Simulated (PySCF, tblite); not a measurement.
Isomers of C5H5ClO2S3. Method: GFN2-xTB as coded in tblite; computed harmonic values from a numerical Hessian at the method's own geometry, unscaled. Errors from tens to a few hundred cm⁻¹ against measured bands are possible. One conformer each.

Electronic energies: PBE0/pcSseg-1 single points on the GFN2-xTB geometries (PySCF, gas phase).

```json
{"SMILES": "CSc1ccc(S(=O)(=O)Cl)s1", "electronic energy, lowest = 0 (kJ/mol)": "0.0"}
{"SMILES": "CSc1ccsc1S(=O)(=O)Cl", "electronic energy, lowest = 0 (kJ/mol)": "9.5"}
{"SMILES": "CSc1csc(S(=O)(=O)Cl)c1", "electronic energy, lowest = 0 (kJ/mol)": "3.0"}
```

**Question.** How do GFN2-xTB zero-point energies change the relative energies?

**Answer.** 
```
                SMILES  ZPE (kJ/mol)  of it from modes above 1550 cm⁻¹  electronic (kJ/mol)  with ZPE, lowest = 0 (kJ/mol)  lowest mode (cm⁻¹)  rings
CSc1ccc(S(=O)(=O)Cl)s1         245.9                              92.4                  0.0                            0.0                  25      1
CSc1csc(S(=O)(=O)Cl)c1         245.9                              92.5                  3.0                            2.9                  23      1
  CSc1ccsc1S(=O)(=O)Cl         246.3                              92.5                  9.5                            9.9                  22      1
```

The zero-point energies span 0.4 kJ/mol, from `CSc1csc(S(=O)(=O)Cl)c1` to `CSc1ccsc1S(=O)(=O)Cl`. The order is unchanged.

**Question.** And how do the electronic energies of GFN2-xTB itself compare?

**Answer.** `CSc1ccc(S(=O)(=O)Cl)s1` 2.8; `CSc1csc(S(=O)(=O)Cl)c1` 8.4; `CSc1ccsc1S(=O)(=O)Cl` 0.0 kJ/mol, lowest = 0. Against the energies above, taken from the same isomer `CSc1ccc(S(=O)(=O)Cl)s1`, the largest difference is 12.3 kJ/mol.
